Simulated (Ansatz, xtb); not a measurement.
# Two structures of ClHSiSn

Structure a: a triplet given by its coordinates. Structure b: a singlet given by its coordinates. Both are isolated molecules in the gas phase, relaxed with PBE0-D3(BJ)/def2-SVP.

a (Å):

| atom | x (Å) | y (Å) | z (Å) |
| --- | --- | --- | --- |
| Cl | -1.5158 | 0.6291 | -1.2286 |
| Si | 0.0592 | 0.5493 | 0.1253 |
| Sn | 2.5295 | 0.7517 | -0.4277 |
| H | -0.6302 | 0.3501 | 1.4455 |

Close contacts (Å): Cl1–Si2 2.08, Si2–Sn3 2.54, Si2–H4 1.50.

b (Å):

```json
{"atom": "Cl", "x (Å)": "1.4136", "y (Å)": "0.7543", "z (Å)": "0.8196"}
{"atom": "Si", "x (Å)": "-0.9166", "y (Å)": "1.0525", "z (Å)": "0.5064"}
{"atom": "Sn", "x (Å)": "0.4749", "y (Å)": "0.6789", "z (Å)": "-1.6091"}
{"atom": "H", "x (Å)": "-0.8591", "y (Å)": "-0.4035", "z (Å)": "-0.2215"}
```

Close contacts (Å): Cl1–Si2 2.37, Cl1–Sn3 2.60, Si2–Sn3 2.56, Si2–H4 1.63, Sn3–H4 2.21.

Q: Estimate E(b) − E(a) at the level CCSD(T)/def2-TZVPP.

A: Calculated at CCSD(T)/def2-TZVPP: E(b) − E(a) = −10.6 kJ/mol, so structure b lies lower.

How the difference moves with the method:

```
               level              geometry  E(b) − E(a) (kJ/mol)  departure from the last row (kJ/mol)  job, with rough time for the two
PBE0-D3(BJ)/def2-SVP  PBE0-D3(BJ)/def2-SVP                    −7.9                                  +2.7             optimisation, 2.7 min
       HF/def2-TZVPP  PBE0-D3(BJ)/def2-SVP                   +74.9                                 +85.5           part of the CCSD(T) run
      MP2/def2-TZVPP  PBE0-D3(BJ)/def2-SVP                   −12.8                                  −2.2           part of the CCSD(T) run
  CCSD(T)/def2-TZVPP  PBE0-D3(BJ)/def2-SVP                   −10.6                                                   single point, 3.5 min
```

HF/def2-TZVPP puts the two in the other order. The largest departure from CCSD(T)/def2-TZVPP is that of HF/def2-TZVPP, 85.5 kJ/mol. At CCSD(T)/def2-TZVPP a singlet with the links of a lies below this triplet. Levels run at GFN2-xTB geometries aren't shown.

With harmonic frequencies from PBE0-D3(BJ)/def2-SVP (ideal gas, rigid rotor, one conformer each, 298.15 K, 1 atm): the zero-point term adds −2.6 kJ/mol; ΔH is −13.9 and ΔG −8.8 kJ/mol.

Open shells are spin-unrestricted. The correlated steps freeze 14 core orbitals; the filled d shell of Sn is correlated, in a basis made for valence electrons. Atoms past krypton carry core potentials in the def2 sets and no spin–orbit term is included. ΔG holds the spin degeneracy. Mirror images aren't counted in ΔG. Run with Ansatz 0.2.0; the last row on 1 thread of Intel(R) Xeon(R) Processor @ 2.50GHz (Skylake/Cascade Lake) on a shared host.
